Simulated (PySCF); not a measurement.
# Working out the ionisation energy of Ar²⁺

Ar²⁺ [Ne] 3s2 3p4 (3P) → Ar³⁺ [Ne] 3s2 3p3 (4S). All numbers are calculated (PySCF 2.14, the non-relativistic Hamiltonian (point nucleus), in aug-cc-pwCVDZ). Frozen: [Ne]. Energies in hartree (1 hartree = 27.21139 eV):

| part | Ar²⁺ (lower) | Ar³⁺ (upper) |
| --- | --- | --- |
| UHF | -525.292063 | -523.847310 |
| CCSD correlation | -0.122075 | -0.102500 |
| (T) | -0.001613 | -0.001079 |

Problem. What does Hartree-Fock give?

Solution. (-523.847310) − (-525.292063) = 1.444753 hartree = 39.314 eV.

Problem. What do CCSD and CCSD(T) give?

Solution. The CCSD correlation energies differ by 0.019575 hartree = 0.533 eV and the triples by 0.000534 hartree = 0.015 eV, so CCSD gives 39.847 eV and CCSD(T) 39.862 eV.

A first-order spin-orbit estimate adds 0.061 eV to CCSD(T) (valence), giving 39.923 eV against 40.735 ± 0.012 eV (semi-empirical (NIST evaluation); NIST Atomic Spectra Database, ionization energies).

A double-zeta basis recovers only part of the correlation energy.

What remains against the reference includes basis incompleteness, the frozen core and higher excitations.
